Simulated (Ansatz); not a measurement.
A calculation with Ansatz (development build ahead of 0.2.0).

```yaml
crystal:
  periodic: [false, false, false]
  atoms:
    - { symbol: C, position_ang: [0.0, 0.705, 0.0] }
    - { symbol: C, position_ang: [-1.41, 0.705, 0.0] }
    - { symbol: C, position_ang: [-1.41, -0.705, 0.0] }
    - { symbol: C, position_ang: [0.0, -0.705, 0.0] }
    - { symbol: C, position_ang: [0.99702, 1.70202, 0.0] }
    - { symbol: C, position_ang: [2.40702, 1.70202, 0.0] }
    - { symbol: C, position_ang: [3.40404, 0.705, 0.0] }
    - { symbol: C, position_ang: [3.40404, -0.705, 0.0] }
    - { symbol: C, position_ang: [2.40702, -1.70202, 0.0] }
    - { symbol: C, position_ang: [0.99702, -1.70202, 0.0] }
    - { symbol: H, position_ang: [-2.17721, 1.47221, 0.0] }
    - { symbol: H, position_ang: [-2.17721, -1.47221, 0.0] }
    - { symbol: H, position_ang: [0.58181, 2.70443, 0.0] }
    - { symbol: H, position_ang: [2.82223, 2.70443, 0.0] }
    - { symbol: H, position_ang: [4.40645, 1.12021, 0.0] }
    - { symbol: H, position_ang: [4.40645, -1.12021, 0.0] }
    - { symbol: H, position_ang: [2.82223, -2.70443, 0.0] }
    - { symbol: H, position_ang: [0.58181, -2.70443, 0.0] }
basis:
  gaussian: { orbitals: def2-TZVP }
hamiltonian:
  xc: hf
```

The input is written out in the form of the current development build from the run's settings.

The run gave:

```
Converged                       : yes
Total energy                    : -383.29552 hartree
Spin squared of the determinant : 0.000
Stability test                  : minimum among restricted orbitals
```

Caution: in another basis set an unrestricted determinant lies well below.
